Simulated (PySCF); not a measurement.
Coordinates in bohr (charge 0 multiplicity 1):
```
W     0.0101    0.0000    0.0000
O     3.1930    0.0000    0.0000
O    -1.5864    3.1281    0.0000
O    -1.5864   -3.1281    0.0000
H    -1.0740    4.8729    0.0000
H    -1.0740   -4.8729    0.0000
```

All numbers come from PBE0 in PySCF with W def2-SVP with ECP60, O def2-SVP, H def2-SVP; scalar-relativistic core potentials, no spin–orbit coupling; density-fitted integrals.

This geometry of WO(OH)2 is a stationary point at this level.

(1) What is the point group?

(2) Is it a minimum?

(3) List the harmonic modes with their infrared intensities.

(4) What are the dipole moment and the gap between the highest occupied and lowest empty levels?

(5) Give the atomic charges and bond orders.

## Answers

(1) C2v.

(2) Yes: all harmonic wavenumbers are real.

(3) 
| symmetry | ω (cm⁻¹) | IR (km/mol) |
| --- | --- | --- |
| b1 | 133 | 25.3 |
| a1 | 183 | 3.2 |
| b2 | 226 | 20.7 |
| a1 | 356 | 258 |
| a2 | 406 | 0.0 |
| b2 | 418 | 80.5 |
| b1 | 465 | 179 |
| a1 | 762 | 40.2 |
| b2 | 779 | 129 |
| a1 | 1071 | 129 |
| b2 | 3938 | 634 |
| a1 | 3943 | 0.0 |

(4) 1.32 D and 3.84 eV.

(5) 
```json
{"atom": "W1", "Mulliken": "0.69", "Löwdin": "0.10", "polar tensor": "1.38", "Mayer order to W1": "–"}
{"atom": "O2", "Mulliken": "-0.32", "Löwdin": "-0.11", "polar tensor": "-0.63", "Mayer order to W1": "2.32"}
{"atom": "O3,4", "Mulliken": "-0.43", "Löwdin": "-0.11", "polar tensor": "-0.77", "Mayer order to W1": "1.22"}
{"atom": "H5,6", "Mulliken": "0.24", "Löwdin": "0.12", "polar tensor": "0.39", "Mayer order to W1": "0.04"}
```
Other Mayer orders above 0.3: O–H 0.92 (×2).

Stability towards spin polarisation was not tested. Other isomers or separated fragments may lie lower. Spin–orbit coupling, left out here, can matter for elements this heavy.
